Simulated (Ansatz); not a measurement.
System: sum formula ZnO$_{2}$H$_{2}$, charge -1, multiplicity 2. The spin state was set by rule; other spins were not relaxed. 
Structure (B3LYP-D3(BJ)/def2-TZVP (Ansatz, a program for electronic structure) minimum search):
```xyz
5

Zn     0.0026     0.3095     0.0688
O      1.2580    -0.3589    -1.2222
H      1.7676     0.4070    -1.5077
O     -1.2680    -0.8225     0.9596
H     -1.7662    -0.2416     1.5445
```
Charge -1, spin multiplicity 2.

Total electronic energies in hartree. Correlated levels leave the core frozen unless marked. UHF or UKS for open shells. No spin-orbit coupling. The frozen core is the preceding noble-gas configuration, with the filled d and f shells of earlier blocks. No relativistic terms. CBS(X,Y): correlation extrapolated as X^-3; Hartree-Fock from the larger set. [CCSD(T)-MP2]/basis is that difference in the basis named. The program attaches cautions to a run behind CCSD/STO-3G: large difference. The program attaches cautions to a run behind CCSD(T)/STO-3G: large difference.

```csv
level,program,energy (Eh)
HF/def2-TZVPPD,Ansatz,-1928.79104
RI-HF/def2-QZVPP,Ansatz,-1928.83849
RI-HF/def2-QZVPPD,Ansatz,-1928.84037
BLYP-D4/def2-TZVPD,Ansatz + dftd4,-1931.24159
B3LYP/def2-TZVPD,Ansatz,-1931.22196
PBE0-D3(BJ)/def2-TZVPD,Ansatz + dftd3,-1930.75426
PBE0-D4/def2-TZVP,Ansatz + dftd4,-1930.74327
PBE0/def2-QZVPP,Ansatz,-1930.80496
r2SCAN0/def2-TZVPD,Ansatz,-1931.01200
HSE06/def2-TZVPD,Ansatz,-1930.74420
CAM-B3LYP-D4/def2-TZVPD,Ansatz + dftd4,-1931.23581
LC-wPBE/def2-TZVPD,Ansatz,-1930.84786
B2GP-PLYP/def2-TZVPD,Ansatz,-1930.61869
B2PLYP-D4/def2-TZVPD,Ansatz + dftd4,-1930.76925
RPA@PBE/def2-TZVPP,Ansatz,-1930.11108
MP2/6-31G*,Ansatz,-1929.01594
MP2/def2-SVP,Ansatz,-1928.99659
CCSD/STO-3G,Ansatz,-1906.25273
CCSD/def2-SVP,Ansatz,-1928.98653
CCSD/def2-SVPD,Ansatz,-1929.09613
CCSD(T)/STO-3G,Ansatz,-1906.25656
CCSD(T)/def2-SVP,Ansatz,-1929.00162
"RI-MP2/CBS(def2-TZVPPD,def2-QZVPPD)+[CCSD(T)-MP2]/def2-SVPD",Ansatz,-1929.9868
```

Totals of different functionals don't rank their quality; only differences between species are comparable.
